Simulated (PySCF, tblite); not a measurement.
Question: Write Cartesian coordinates for `COC1C2=CC=CC=C21` as optimised with GFN2-xTB.

Answer: 
```xyz
17
C8H8O angstrom
C     -3.040   -0.023    0.330
O     -1.959   -0.886    0.594
C     -0.910   -0.735   -0.309
C      0.099    0.354   -0.124
C      0.910    1.436    0.040
C      2.194    1.096    0.499
C      2.569   -0.207    0.786
C      1.698   -1.300    0.646
C      0.477   -0.941    0.167
H     -3.802   -0.249    1.072
H     -2.740    1.027    0.418
H     -3.445   -0.193   -0.676
H     -1.176   -1.022   -1.331
H      0.629    2.460   -0.154
H      2.917    1.887    0.639
H      3.573   -0.387    1.144
H      2.000   -2.305    0.898
```

Any rigid rotation of these coordinates is as good. Atoms count from 1 in this order. Of the pairs four or more bonds apart, C4···H11 is among the closest relative to their van der Waals radii: 2.97 Å, 102 % of the sum of Bondi's values. The 3-membered ring C3–C4–C9 has internal angles of 55.2° to 62.9°. The 6-membered ring C4–C5–C6–C7–C8–C9 has internal angles of 112.7° to 124.6° (sum 720°, against 720° for a flat polygon); it is planar, 0.01 Å rms from its mean plane, widest ring torsion 2°. O2 (ether oxygen) is bent (angle 112.9°).

Bonds between heavy atoms (Å): C1–O2 1.408, O2–C3 1.392, C3–C4 1.496, C4–C5 1.361, C5–C6 1.405, C6–C7 1.386, C7–C8 1.405, C8–C9 1.360, C3–C9 1.481, C4–C9 1.381.

Structure optimised with GFN2-xTB, isolated species.

Point group: C1 (no symmetry element, even within 0.4 Å). Its GFN2-xTB frequencies are all real (lowest 53 cm⁻¹). The numbers are those of one conformer (C1–O2–C3–C4 83°).

All values are computed, not measured.
